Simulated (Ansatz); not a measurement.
Coupled-cluster run, `F[CH]1[AlH][GeH2]1`.

```yaml
crystal:
  periodic: [false, false, false]
  atoms:
    - {symbol: F, position_ang: [-0.469198, 1.170417, -1.770798]}
    - {symbol: C, position_ang: [-0.555019, 0.562588, -0.542861]}
    - {symbol: Al, position_ang: [0.211696, 0.908861, 1.209068]}
    - {symbol: Ge, position_ang: [0.384719, -1.167474, 0.008629]}
    - {symbol: H, position_ang: [-1.602350, 0.260561, -0.357302]}
    - {symbol: H, position_ang: [0.755760, 2.003649, 2.216809]}
    - {symbol: H, position_ang: [1.788369, -1.336448, -0.611649]}
    - {symbol: H, position_ang: [-0.421777, -2.459253, -0.207695]}
basis:
  gaussian: {orbitals: def2-SVP}
correlation: {method: ccsd_t}
```

```sh
$ ansatz run in.yaml --threads 2 --pin off --events-out ev --progress --plain --max-ram 4352MiB
```

Log, shortened:

```
Functional definition: HF
954 factors; integrals over basis functions are off by at most 1.3e-3 eV
mean field evaluation 1: about -66839.2382 eV, gradient 2.4e1 eV
mean field evaluation 2: about -66839.2734 eV, gradient 2.4e1 eV
mean field evaluation 4: about -66841.2581 eV, gradient 3.1e0 eV
mean field evaluation 8: about -66841.3066 eV, gradient 8.1e-4 eV
mean field -66841.30664795 eV, -2456.3727126472 hartree, gradient 3.4e-6 eV, S^2 0.000000; 0 other end points of the search recorded, 0 dependent functions left out
16 core orbitals not correlated: weight in the atoms' cores, before any rotation towards them, 1.000 or more for the frozen orbitals, at most 0.000 for the correlated occupied ones
reference -66841.30664795 eV, -2456.3727126472 hartree; 16, 16 occupied and 66, 66 virtual orbitals, 954 factors
second order -16.61070597 eV of doubles, -0.00000000 eV of singles
cycle   1  -16.76974314 eV  change   -1.6e-1 eV  update   1.1e-1
cycle   2  -17.31090510 eV  change   -5.4e-1 eV  update   3.4e-2
cycle   3  -17.41238493 eV  change   -1.0e-1 eV  update   1.8e-2
cycle   4  -17.40368828 eV  change    8.7e-3 eV  update   4.9e-3
cycle   5  -17.40233025 eV  change    1.4e-3 eV  update   2.8e-3
cycle   6  -17.40277468 eV  change   -4.4e-4 eV  update   1.1e-3
cycle   7  -17.40237704 eV  change    4.0e-4 eV  update   6.2e-4
cycle   8  -17.40228504 eV  change    9.2e-5 eV  update   2.8e-4
cycle   9  -17.40239732 eV  change   -1.1e-4 eV  update   1.2e-4
cycle  10  -17.40241447 eV  change   -1.7e-5 eV  update   4.8e-5
cycle  11  -17.40239564 eV  change    1.9e-5 eV  update   1.9e-5
perturbative correction -0.51778146 eV, -0.0190281178 hartree
Total energy: -66859.22682505 eV, -2457.0312670090 hartree
```

It took 7.5 s on 2 threads of an Arm Neoverse V1 on a shared host, with 0.35 GiB of host memory at the peak.

Correlation energy per correlated electron: -0.560 eV. T1 diagnostic: 0.0132.
